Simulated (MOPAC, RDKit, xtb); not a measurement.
Conformational energy of SMILES O=C(c1cccs1)c1cccs1 (C9H6OS2), singlet. Scanned: dihedral O1–C2–C3–S7; all other coordinates were relaxed at GFN2-xTB. Points at φ and −φ are mirror images. Heavy atoms are numbered in the order of the SMILES O=C(c1cccs1)c1cccs1, hydrogens after them in the order of the atoms that carry them; the mirror image has the same energies with the sign of each dihedral reversed.

- GFN1-xTB // GFN2-xTB (xtb)
- MMFF94 // GFN2-xTB (RDKit)
- AM1, restricted, heats of formation // GFN2-xTB (MOPAC)

Energies in kJ/mol, each method relative to its own lowest point.

```json
[
 {"φ / °": "-150", "GFN1-xTB": "4.9", "MMFF94": "14.9", "AM1": "0.0"},
 {"φ / °": "-120", "GFN1-xTB": "16.3", "MMFF94": "4.5", "AM1": "5.4"},
 {"φ / °": "-90", "GFN1-xTB": "23.6", "MMFF94": "2.7", "AM1": "9.0"},
 {"φ / °": "-60", "GFN1-xTB": "16.9", "MMFF94": "2.5", "AM1": "7.0"},
 {"φ / °": "-30", "GFN1-xTB": "9.4", "MMFF94": "0.0", "AM1": "6.1"},
 {"φ / °": "0", "GFN1-xTB": "9.3", "MMFF94": "17.2", "AM1": "12.9"},
 {"φ / °": "30", "GFN1-xTB": "9.4", "MMFF94": "0.0", "AM1": "6.1"},
 {"φ / °": "60", "GFN1-xTB": "16.9", "MMFF94": "2.5", "AM1": "7.0"},
 {"φ / °": "90", "GFN1-xTB": "23.6", "MMFF94": "2.7", "AM1": "9.0"},
 {"φ / °": "120", "GFN1-xTB": "16.3", "MMFF94": "4.5", "AM1": "5.4"},
 {"φ / °": "150", "GFN1-xTB": "4.9", "MMFF94": "14.9", "AM1": "0.0"},
 {"φ / °": "180", "GFN1-xTB": "0.0", "MMFF94": "31.2", "AM1": "1.5"}
]
```
